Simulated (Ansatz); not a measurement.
Input for Ansatz (a quantum-chemistry and plane-wave program): U-CCSD(T)/def2-QZVPP on Mg2-, 2S+1 = 2, a spin state set in the input, which need not be the lowest, a point of a bond scan (R = 3.137 Å). Charge -1. Files ending in .json are basis or fitting sets from the Basis Set Exchange.

Ansatz 0.2 input:
```yaml
crystal:
  periodic: [false, false, false]
  atoms:
    - {symbol: Mg, position_ang: [0.00000000, 0.00000000, 0.00000000]}
    - {symbol: Mg, position_ang: [0.00000000, 0.00000000, 3.13687500]}
basis:
  gaussian:
    orbitals: def2-QZVPP.json
    pivot_positions_ang: [[0.00000000, 0.00000000, 0.00000000], [0.00000000, 0.00000000, 3.13687500]]
total_charge: -1
magnetization: {spin_polarized: true, initial_magnetization: 1}
correlation: {method: ccsd_t, electrons: valence}
output: {orbitals: {seedname: ./end}}
```

It printed:

```
WARN ansatz: RAYON_NUM_THREADS=2 ignored (pool sized by the plan → 2); use --threads N
Functional definition: HF
integrals: 0.34 GiB planned
857 factors; integrals over basis functions are off by at most 2.8e-4 eV
mean field: 0.32 GiB planned
mean field evaluation 1: about -10862.5376 eV, gradient 4.4e0 eV
mean field evaluation 2: about -10862.5388 eV, gradient 4.4e0 eV
mean field evaluation 4: about -10863.0177 eV, gradient 9.6e-1 eV
mean field evaluation 8: about -10863.0847 eV, gradient 6.3e-2 eV
mean field evaluation 16: about -10863.1087 eV, gradient 3.2e-1 eV
mean field evaluation 32: about -10863.1287 eV, gradient 2.8e-4 eV
mean field evaluation 64: about -10863.0856 eV, gradient 1.9e-3 eV
mean field evaluation 96: about -10863.0850 eV, gradient 4.2e-5 eV
mean field evaluation 128: about -10863.0939 eV, gradient 2.1e-1 eV
mean field evaluation 160: about -10863.1286 eV, gradient 5.6e-2 eV
mean field evaluation 192: about -10863.1382 eV, gradient 5.6e-2 eV
mean field evaluation 224: about -10863.1344 eV, gradient 7.5e-2 eV
mean field evaluation 256: about -10863.0849 eV, gradient 1.1e-4 eV
mean field evaluation 288: about -10863.1389 eV, gradient 3.1e-3 eV
mean field evaluation 320: about -10862.8511 eV, gradient 1.3e0 eV
mean field evaluation 352: about -10863.1250 eV, gradient 1.4e-1 eV
mean field evaluation 384: about -10860.3589 eV, gradient 5.4e0 eV
mean field evaluation 416: about -10861.8352 eV, gradient 7.3e-3 eV
mean field evaluation 448: about -10861.8326 eV, gradient 5.0e-2 eV
mean field evaluation 480: about -10862.1215 eV, gradient 5.8e-2 eV
mean field evaluation 512: about -10863.1387 eV, gradient 5.1e-2 eV
mean field evaluation 544: about -10862.0289 eV, gradient 9.8e-1 eV
mean field evaluation 576: about -10861.8302 eV, gradient 1.6e0 eV
mean field evaluation 608: about -10861.8842 eV, gradient 8.4e-2 eV
mean field evaluation 640: about -10862.1243 eV, gradient 7.3e-2 eV
mean field evaluation 672: about -10861.8653 eV, gradient 1.0e-3 eV
mean field evaluation 704: about -10861.6485 eV, gradient 2.0e-1 eV
mean field evaluation 736: about -10861.0140 eV, gradient 3.1e-1 eV
mean field evaluation 768: about -10861.2335 eV, gradient 4.5e-3 eV
mean field evaluation 800: about -10860.5776 eV, gradient 1.4e-1 eV
mean field evaluation 832: about -10860.1543 eV, gradient 2.1e0 eV
mean field evaluation 864: about -10863.0843 eV, gradient 6.9e-2 eV
mean field evaluation 896: about -10861.8345 eV, gradient 2.1e0 eV
mean field evaluation 928: about -10861.7921 eV, gradient 2.7e-2 eV
mean field evaluation 960: about -10861.5327 eV, gradient 1.8e0 eV
mean field evaluation 992: about -10861.3711 eV, gradient 6.0e-3 eV
mean field evaluation 1024: about -10860.9152 eV, gradient 3.4e0 eV
mean field evaluation 1056: about -10861.3434 eV, gradient 2.7e-1 eV
mean field evaluation 1088: about -10860.6309 eV, gradient 2.4e-1 eV
mean field evaluation 1120: about -10860.8855 eV, gradient 2.2e-3 eV
mean field evaluation 1152: about -10860.5503 eV, gradient 2.7e0 eV
mean field evaluation 1184: about -10863.0849 eV, gradient 2.3e-2 eV
mean field evaluation 1216: about -10861.7922 eV, gradient 1.5e-4 eV
mean field evaluation 1248: about -10862.1244 eV, gradient 1.6e-2 eV
mean field evaluation 1280: about -10861.3494 eV, gradient 3.0e0 eV
mean field evaluation 1312: about -10861.3711 eV, gradient 6.6e-3 eV
mean field evaluation 1344: about -10861.2335 eV, gradient 7.8e-4 eV
mean field evaluation 1376: about -10861.1164 eV, gradient 1.4e0 eV
mean field evaluation 1408: about -10860.8636 eV, gradient 1.2e0 eV
mean field evaluation 1440: about -10860.4483 eV, gradient 3.7e-1 eV
mean field evaluation 1472: about -10860.3602 eV, gradient 5.3e-4 eV
mean field evaluation 1504: about -10860.1929 eV, gradient 8.2e-3 eV
mean field evaluation 1536: about -10863.0842 eV, gradient 7.2e-2 eV
mean field evaluation 1568: about -10861.7922 eV, gradient 2.4e-4 eV
mean field evaluation 1600: about -10861.8600 eV, gradient 2.3e-1 eV
mean field evaluation 1632: about -10861.3594 eV, gradient 3.1e-3 eV
mean field evaluation 1664: about -10860.8608 eV, gradient 1.4e0 eV
mean field evaluation 1696: about -10860.6394 eV, gradient 1.6e-1 eV
mean field evaluation 1728: about -10860.4621 eV, gradient 5.9e-2 eV
mean field evaluation 1760: about -10860.5379 eV, gradient 2.3e-3 eV
mean field evaluation 1792: about -10860.1927 eV, gradient 2.0e-1 eV
mean field evaluation 1824: about -10863.1287 eV, gradient 5.1e-3 eV
mean field evaluation 1856: about -10862.3768 eV, gradient 3.4e0 eV
mean field evaluation 1888: about -10861.2347 eV, gradient 4.9e-2 eV
mean field evaluation 1920: about -10863.1286 eV, gradient 2.0e-2 eV
mean field -10863.13889752 eV, -399.2129911838 hartree, gradient 2.1e-6 eV, S^2 1.091753; 51 other end points of the search recorded, 0 dependent functions left out
determinant -10863.13889752 eV, -399.2129911838 hartree, with singles and doubles -10876.46765756 eV, -399.7028140806 hartree
determinant -10863.12871973 eV, -399.2126171571 hartree, with singles and doubles -10876.47579154 eV, -399.7031129990 hartree
determinant -10863.11197565 eV, -399.2120018235 hartree, with singles and doubles -10876.39680654 eV, -399.7002103537 hartree
determinant -10863.08500223 eV, -399.2110105684 hartree, with singles and doubles -10876.52776894 eV, -399.7050231333 hartree
determinant -10863.08485781 eV, -399.2110052612 hartree, with singles and doubles -10876.43278672 eV, -399.7015326012 hartree
determinant -10862.12444130 eV, -399.1757106056 hartree, with singles and doubles -10874.87908183 eV, -399.6444349994 hartree
determinant -10861.88539141 eV, -399.1669256841 hartree, with singles and doubles -10874.80091410 eV, -399.6415623882 hartree
determinant -10861.86531388 eV, -399.1661878483 hartree, with singles and doubles -10874.72563420 eV, -399.6387959031 hartree
determinant -10861.83526090 eV, -399.1650834216 hartree, with singles and doubles -10875.22369094 eV, -399.6570991505 hartree
determinant -10861.79217320 eV, -399.1634999781 hartree, with singles and doubles -10875.34354602 eV, -399.6615037438 hartree
determinant -10861.65313879 eV, -399.1583905577 hartree, with singles and doubles -10874.50375979 eV, -399.6306421690 hartree
determinant -10861.53922858 eV, -399.1542044346 hartree, with singles and doubles -10874.89627726 eV, -399.6450669200 hartree
determinant -10861.51037030 eV, -399.1531439124 hartree, with singles and doubles -10874.95809790 eV, -399.6473387865 hartree
determinant -10861.37113225 eV, -399.1480270084 hartree, with singles and doubles -10874.80677904 eV, -399.6417779209 hartree
determinant -10861.35939765 eV, -399.1475957699 hartree, with singles and doubles -10874.56188752 eV, -399.6327783236 hartree
determinant -10861.23349402 eV, -399.1429688968 hartree, with singles and doubles -10874.62539034 eV, -399.6351120093 hartree
determinant -10861.04722195 eV, -399.1361235246 hartree, with singles and doubles -10874.37202995 eV, -399.6258011865 hartree
determinant -10861.02126712 eV, -399.1351697022 hartree, with singles and doubles -10874.28423899 eV, -399.6225749282 hartree
determinant -10860.96007393 eV, -399.1329208938 hartree, with singles and doubles -10874.49365337 eV, -399.6302707648 hartree
determinant -10860.88549441 eV, -399.1301801470 hartree, with singles and doubles -10873.82665086 eV, -399.6057588746 hartree
determinant -10860.64082978 eV, -399.1211888875 hartree, with singles and doubles -10873.75248018 eV, -399.6030331524 hartree
determinant -10860.59457708 eV, -399.1194891322 hartree, with singles and doubles -10873.55722775 eV, -399.5958577581 hartree
determinant -10860.58358921 eV, -399.1190853357 hartree, with singles and doubles -10873.53443539 eV, -399.5950201542 hartree
determinant -10860.53793262 eV, -399.1174074869 hartree, with singles and doubles -10873.65031752 eV, -399.5992787440 hartree
determinant -10860.46160483 eV, -399.1146024922 hartree, with singles and doubles -10873.75693103 eV, -399.6031967182 hartree
determinant -10860.39641478 eV, -399.1122068021 hartree, with singles and doubles -10873.12753973 eV, -399.5800670144 hartree
determinant -10860.36018061 eV, -399.1108752209 hartree, with singles and doubles -10873.24754735 eV, -399.5844772132 hartree
determinant -10860.27764008 eV, -399.1078419125 hartree, with singles and doubles -10873.58810511 eV, -399.5969924799 hartree
determinant -10860.19287308 eV, -399.1047267827 hartree, with singles and doubles -10873.04553118 eV, -399.5770532558 hartree
determinant -10860.16634234 eV, -399.1037517959 hartree, with singles and doubles -10873.58819280 eV, -399.5969957026 hartree
determinant -10859.66155085 eV, -399.0852010506 hartree, with singles and doubles -10873.19284918 eV, -399.5824670925 hartree
determinant -10863.13889752 eV, -399.2129911838 hartree, with singles and doubles -10876.49482929 eV, -399.7038126234 hartree
determinant -10863.12871973 eV, -399.2126171571 hartree, with singles and doubles -10876.49534234 eV, -399.7038314778 hartree
determinant -10863.11197565 eV, -399.2120018235 hartree, with singles and doubles -10876.41977863 eV, -399.7010545626 hartree
determinant -10863.08500223 eV, -399.2110105684 hartree, with singles and doubles -10876.52161292 eV, -399.7047969037 hartree
determinant -10863.08485781 eV, -399.2110052612 hartree, with singles and doubles -10876.43165628 eV, -399.7014910581 hartree
2 core orbitals not correlated
reference -10863.08500223 eV, -399.2110105684 hartree; 11, 10 occupied and 113, 114 virtual orbitals, 857 factors
second order -12.64195327 eV of doubles, -0.00000000 eV of singles
coupled cluster: 1.03 GiB planned
cycle   1  -13.43660978 eV  change    9.1e-7 eV  update   3.0e-5
cycle   2  -13.43660957 eV  change    2.1e-7 eV  update   4.9e-6
coupled cluster: 1.03 GiB planned
perturbative correction -0.30923237 eV, -0.0113640802 hartree
Total energy: -10876.83084417 eV, -399.7161609426 hartree
```

The calculation finished and met its thresholds.

Cost: very roughly 6 core-minutes.
